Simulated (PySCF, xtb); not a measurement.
C2H4BFO2, SMILES FB1COCO1. Other conformers were not sampled.

Harmonic wavenumbers (cm⁻¹) from xtb 6.7.1 with GFN2-xTB at its own minimum, in rising order: 24, 199, 334, 403, 542, 715, 814, 831, 950, 1040, 1051, 1075, 1130, 1174, 1211, 1232, 1314, 1388, 1457, 1485, 2840, 2887, 2908, 2944.

### Question
What does PBE-D3(BJ)/def2-SVP run with PySCF 2.14.0 give at its own minimum? (Estimate from the structure and the level; the computed values follow.)

### Answer
163, 208, 363, 444, 552, 702, 789, 866, 935, 989, 1064, 1113, 1161, 1190, 1207, 1291, 1378, 1403, 1462, 1487, 2886, 2899, 3020, 3035. Paired by order, the mean absolute difference is 36 cm⁻¹ and the zero-point energies are 42.8 and 43.8 kcal/mol.
